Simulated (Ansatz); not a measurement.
An input meant for Cs₃Cl₃ (charge 0, singlet; atoms displaced at random, 0.15 Å in each coordinate).

```yaml
crystal:
  periodic: [true, true, true]
  atoms:
    - {symbol: Cs, position_ang: [-3.231215, -0.548037, 0.863359]}
    - {symbol: Cs, position_ang: [0.527868, -0.974690, -1.948796]}
    - {symbol: Cs, position_ang: [1.516028, 1.170503, 1.696338]}
    - {symbol: Cl, position_ang: [-0.299904, -1.737726, 1.071937]}
    - {symbol: Cl, position_ang: [-1.318121, 1.561695, -0.353150]}
    - {symbol: Cl, position_ang: [3.150039, 0.302764, -1.090533]}
basis:
  gaussian: {orbitals: def2-mTZVP}
hamiltonian: {xc: {name: B3LYP5}}
scf: {omitted_lower_state_checks: [starts]}
output: {forces: true}
```

```sh
$ ansatz run in.yaml --threads 4 --pin off --events-out ev --progress --plain --max-ram 3916MiB
```

(1) Predict how Ansatz answers.

Answers

(1) The program refused the input. The species is marked periodic without a cell.
```
Error: YAML parse error: error: line 2 column 3: crystal: missing field `lattice` (a structure is typed as `lattice` and `atoms`, a molecule's as `atoms` in Å alone, or read from a run's directory, `checkpoint`)
 --> <input>:2:3
1 | crystal:
2 |   periodic: [true, true, true]
3 |   atoms:
4 |     - {symbol: Cs, position_ang: [-3.231215, -0.548037, 0.863359]}
```
